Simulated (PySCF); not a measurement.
From computed data to an observable: refractive index and permittivity of the vapour

CH6BN, SMILES BNC.

Coordinates come from a B3LYP-D3(BJ)/def2-TZVP optimisation.

PBE/def2-TZVPD (PySCF) gives a mean static polarisability of 40.7 bohr³ and a dipole moment of 2.14 D. Take an ideal gas at 298.15 K and 0.1 bar, whether or not the substance is that volatile.

### Question
Work out n − 1 in the optical limit and the static ε − 1.

### Answer

Polarisability volume α' = 40.7 × 0.148185 = 6.03 Å³. Number density N = p/kT = 2.43e-6 Å⁻³.
Dilute limit of Lorentz–Lorenz: n − 1 = 2π N α' = 9.2e-5.
Orientation term of Debye: μ²/(3kT) = 8.098 Å³ × μ²(D²) = 37.08 Å³.
ε − 1 = 4π N (α' + μ²/3kT) = 0.0013. Orientation of the dipole supplies 86 % of the static response; it can't follow optical fields. Vibrational polarisation and dispersion are left out.
